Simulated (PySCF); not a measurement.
Compound: C₅H₆O₃.
Cartesian coordinates in Å at the GFN2-xTB level; atoms count from 1:
```xyz
14
C5H6O3 angstrom
C      3.0739    0.0660    0.5737
O      1.7820    0.4436    1.0357
C      0.7486   -0.0042    0.3314
O      0.7890   -0.7033   -0.6358
O     -0.3754    0.4698    0.9139
C     -1.5510    0.1112    0.3699
C     -2.2734   -0.5280   -0.4981
C     -3.0172    0.3100    0.5270
H      3.0271   -0.8980    0.0649
H      3.7116    0.0103    1.4527
H      3.4531    0.8214   -0.1169
H     -2.3645   -1.1736   -1.3338
H     -3.4655    1.2520    0.2300
H     -3.5390   -0.1779    1.3432
```

Method: PySCF, TDDFT wB97X-D/def2-SVPD, vertical, gas phase, core orbitals frozen in the response.

Ground-to-excited transition dipoles (e·a0, same axes as the geometry; the sign carries no meaning), for the states with f of 0.002 or more among the lowest 7:

| state | E (hartree) | μx | μy | μz |
| --- | --- | --- | --- | --- |
| S1 | 0.2300 | 0.934 | 0.239 | 0.344 |
| S2 | 0.2511 | 0.011 | 0.121 | -0.075 |
| S3 | 0.2524 | 0.020 | -0.084 | 0.074 |
| S4 | 0.2772 | 0.017 | 0.126 | -0.089 |
| S5 | 0.2845 | -0.425 | 0.271 | 0.284 |
| S6 | 0.2870 | 0.035 | 0.215 | -0.195 |
| S7 | 0.2894 | 0.048 | 0.153 | -0.167 |

Work out the oscillator strengths.

f = (2/3) ΔE |μ|² with ΔE in hartree (27.2114 eV).

```tsv
state	|μ|² (au)	|μ| (D)	f
S1	1.047	2.60	0.161
S2	0.020	0.36	0.003
S3	0.013	0.29	0.002
S4	0.024	0.40	0.004
S5	0.335	1.47	0.063
S6	0.086	0.74	0.016
S7	0.053	0.59	0.010
```

Which bond between heavy atoms lies closest to the direction of the S1 transition dipole?

O5–C6, at 5° from it; next O2–C3 at 15°.

What angle do the transition dipoles of S1 and S7 make?

|cos θ| = |μa·μb| / (|μa| |μb|) = 0.10, so θ ≈ 84° (taken between 0 and 90°, since the signs are arbitrary).

How is the summed strength of these states shared among x, y and z?

(2/3) Σ ΔE μα² gives 0.169 for x, 0.043 for y and 0.049 for z, 0.261 in all.

What peak molar absorption coefficient would the strongest computed level give as a lone Gaussian band 0.4 eV wide at half height?

ε(max) = 2.175×10⁸ f / FWHM, with the width in cm⁻¹. S1: 2.175×10⁸ × 0.1605 / 3226 ≈ 11000 L mol⁻¹ cm⁻¹.

Time: 57 s wall. Hardware: an x86-64 server with one thread, on a shared host.

One conformer stands for the species.
